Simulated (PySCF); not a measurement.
SSn, SMILES [S]=[Sn] (connectivity only; charge and spin as stated), neutral, multiplicity 1. Heavy atoms are numbered as in [Sn:1]=[S:2].

Coordinates come from a PBE0-D3(BJ)/def2-TZVP optimisation. The def2 effective core potentials stand for the cores of Sn; spin–orbit coupling is left out.

Level of theory: PySCF with PBE0/def2-TZVPD.

Mulliken values depend strongly on the basis, most of all with diffuse functions as here. ESP charges are fitted to the potential on shells at 1.4 to 2.0 van der Waals radii. Atomic charges (e), one atom of each kind:

```csv
atom,ESP fit,Mulliken
Sn1,…,0.56
S2,…,-0.56
```

**Question.** Complete the blanks. (Estimate from the structure and the level; the computed values follow.)

**Answer.** 
- Sn1, ESP fit: 0.34
- S2, ESP fit: -0.34
